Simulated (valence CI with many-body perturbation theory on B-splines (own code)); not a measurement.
## Which ion has this spectrum?

A relativistic CI+MBPT calculation for an atom or ion with 33 electrons gives these levels (cm⁻¹):

| J | Parity | E | g |
| --- | --- | --- | --- |
| 3/2 | odd | 0 | 1.37 |
| 3/2 | odd | 614976 | 1.45 |
| 5/2 | odd | 657272 | 1.20 |
| 1/2 | odd | 710407 | 0.66 |
| 3/2 | even | 1182141 | 0.79 |
| 5/2 | even | 1316965 | 1.39 |
| 3/2 | odd | 1332909 | 1.30 |
| 5/2 | even | 1421774 | 1.29 |
| 1/2 | even | 1479876 | 2.13 |
| 3/2 | even | 1497529 | 1.17 |
| 5/2 | even | 1794993 | 0.96 |
| 3/2 | even | 1795620 | 0.92 |
| 1/2 | even | 1798810 | 0.22 |
| 7/2 | even | 1837185 | 1.05 |

The energies are calculated, and their last digits are not significant.

Which is it?
A. Hf39+
B. Ta40+
C. Re42+
D. Yb37+

A. Hf39+, ground level (4s^2 4p1/2^2 4p3/2) J=3/2.
